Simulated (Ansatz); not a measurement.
Sn₂Au. Total charge 0; doublet. Geometry B3LYP-D4/def2-TZVP, basis def2-TZVP, Ansatz.

Cartesian coordinates in Å:
```
Au 0.4776 1.3919 -0.5428
Sn -1.5876 -0.2543 0.2171
Sn 1.1100 -1.1376 0.3257
```

| run | HOMO (eV) | LUMO (eV) |
| --- | --- | --- |
| A | -5.03 | -3.25 |
| B | -5.14 | -3.13 |
| C | -4.21 | -3.86 |
| D | -4.71 | -3.52 |
| E | -4.43 | -3.78 |

In the def2 sets Au, Sn take a core potential; there is no spin–orbit coupling. The structure comes from a short search, and lower isomers may exist.

HOMO and LUMO are taken over both spins.

Question: The runs used PBE0, r2SCAN, r2SCAN0, r2SCANh, revPBE. Estimate which is which.

Answer: A PBE0 (25 % exact exchange); B r2SCAN0 (25 % exact exchange); C revPBE (0 % exact exchange); D r2SCANh (10 % exact exchange); E r2SCAN (0 % exact exchange). Exact exchange lowers occupied and raises empty levels; among semilocal functionals meta-GGAs tend to open the gap a little, and such runs are hard to tell apart. The gap grows from 0.35 eV (revPBE) to 2.01 eV (r2SCAN0).
